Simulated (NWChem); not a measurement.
System: MgHOBr; SMILES [Mg]([OH])[Br]

```xyz
4

Mg    -0.0524    -0.9987    -0.0006
Br     0.2686     1.3258     0.0009
O     -0.2930    -2.7343    -0.0018
H     -0.4198    -3.6766    -0.0024
```
Atoms are numbered in this order, from 1.

All runs use the structure optimised with PBE0/def2-SVP.

Problem. List the 4 lowest vertical singlet excitations from CAM-B3LYP/def2-SVPD, TDA (NWChem).

Solution. 
```csv
state,energy (eV),oscillator strength,leading excitation (squared amplitude)
S1,5.53,0.009,HOMO → LUMO (0.85)
S2,5.53,0.009,HOMO−1 → LUMO (0.85)
S3,5.85,0.097,HOMO−2 → LUMO (0.86)
S4,5.85,0.097,HOMO−3 → LUMO (0.86)
```
